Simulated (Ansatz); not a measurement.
CH3BOSe, SMILES `[SeH]C1BO1`, one more setting.

```yaml
crystal:
  periodic: [false, false, false]
  atoms:
    - {symbol: Se, position_ang: [-1.606484, 0.771449, -0.766537]}
    - {symbol: C, position_ang: [-0.310237, 0.146012, 0.488628]}
    - {symbol: B, position_ang: [1.045454, -0.440712, 0.175046]}
    - {symbol: O, position_ang: [0.030392, -1.256000, 0.519721]}
    - {symbol: H, position_ang: [-0.578719, 0.816109, -1.948273]}
    - {symbol: H, position_ang: [-0.563484, 0.557433, 1.515071]}
    - {symbol: H, position_ang: [2.152254, -0.585341, -0.141701]}
basis:
  gaussian: {orbitals: def2-TZVPP, final_grid: {core_spheres: 20, valence_spheres: 16, degree: 47}}
magnetization: {spin_polarized: true, initial_magnetization: 2}
hamiltonian: {xc: {name: wB97X}}
scf: {lower_state_search: light}
output: {forces: true}
```

```sh
$ ansatz run in.yaml --threads 2 --pin off --events-out ev --progress --plain --max-ram 4352MiB
```

It prints (some lines left out):

```
Functional definition: wB97X
1086 factors; their error is unknown
236 factors; integrals over basis functions are off by at most 9.1e-6 eV
mean field evaluation 1: about -69147.0066 eV, gradient 3.9e1 eV
mean field evaluation 2: about -69118.8727 eV, gradient 8.5e1 eV
mean field evaluation 4: about -69154.1000 eV, gradient 3.9e0 eV
mean field evaluation 8: about -69154.2122 eV, gradient 3.5e-1 eV
mean field evaluation 16: about -69154.2360 eV, gradient 1.5e-1 eV
mean field evaluation 32: about -69154.7374 eV, gradient 1.1e0 eV
mean field -69154.93279317 eV, -2541.3969052521 hartree, gradient 1.5e-5 eV, S^2 2.008066; 2 other end points of the search recorded, 0 dependent functions left out
reference -69154.93277062 eV, -2541.3969044233 hartree; 29, 27 occupied and 154, 156 virtual orbitals, 1086 factors
Total energy: -69154.93277062 eV, -2541.3969044233 hartree
Atom 0 at    -1.606484     0.771449    -0.766537 Å, force    -3.213389     0.378443     1.785366 eV/Å
Atom 1 at    -0.310237     0.146012     0.488628 Å, force     0.130074     1.368421     1.601532 eV/Å
Atom 2 at     1.045454    -0.440712     0.175046 Å, force    -0.405635    -0.464626    -0.347237 eV/Å
Atom 3 at     0.030392    -1.256000     0.519721 Å, force     0.306304    -0.287906    -0.303707 eV/Å
Atom 4 at    -0.578719     0.816109    -1.948273 Å, force     2.495369    -0.474325    -1.407626 eV/Å
Atom 5 at    -0.563484     0.557433     1.515071 Å, force     0.139902    -0.552274    -1.351093 eV/Å
Atom 6 at     2.152254    -0.585341    -0.141701 Å, force     0.547376     0.032268     0.022764 eV/Å
Dipole moment:     0.119214     0.120849     0.242284 e Å
```

Hardware: 2 threads of an Arm Neoverse V1 on a shared host. Wall time 41 s, peak host memory 0.88 GiB.
